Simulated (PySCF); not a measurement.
**SnH and its ions**

r²SCAN; PySCF, scalar-relativistic core potentials, basis sets Sn def2-TZVPPD with ECP28, H def2-TZVPPD. Neutral (UKS): doublet (π ↑), Re = 1.777 Å, ωe = 1706 cm⁻¹, De = 2.68 eV, HOMO -4.36 eV, LUMO -3.77 eV.

SnH⁺ (UKS): singlet (closed shell), Re = 1.760 Å, ωe = 1822 cm⁻¹, De = 2.76 eV to Sn⁺ + H. The energies at the minima are -214.92887 hartree for SnH and -214.65985 for SnH⁺.

(1) Work out the adiabatic ionisation energy, without and with harmonic zero-point energies (1 hartree = 27.2114 eV, 1 eV = 8065.5 cm⁻¹), and the change of the bond length.

SnH⁻ (UKS): triplet (π ↑↑), Re = 1.808 Å, ωe = 1531 cm⁻¹, De = 2.60 eV to Sn⁻ + H. The energies at the minima are -214.92887 hartree for SnH and -214.97926 for SnH⁻.

(2) Work out the adiabatic electron affinity, without and with harmonic zero-point energies (1 hartree = 27.2114 eV, 1 eV = 8065.5 cm⁻¹), and the change of the bond length.

These are scalar-relativistic numbers at best; spin–orbit coupling would shift them, the dissociation energy most. For an ion De counts to the pair picked by the measured ionisation energies or electron affinities, which need not be the lowest pair at this level. The highest Kohn–Sham level is positive in this anion. Much of that is self-interaction error, but it also means that the finite basis helps to hold the extra electron. States were picked by a PBE0 search and need not be the measured ground states.

Results:

(1) At r²SCAN: 0.26902 hartree = 7.320 eV between the minima; the zero-point term (1822.0 − 1706.0)/2 cm⁻¹ = +0.007 eV makes it 7.328 eV. Re changes by -1.7 pm against the neutral. The electron leaves a π orbital, which is non-bonding in a hydride.

(2) At r²SCAN: 0.05039 hartree = 1.371 eV between the minima; the zero-point term (1706.0 − 1531.0)/2 cm⁻¹ = +0.011 eV makes it 1.382 eV. Re changes by +3.1 pm against the neutral. The electron enters a π orbital, which is non-bonding in a hydride.
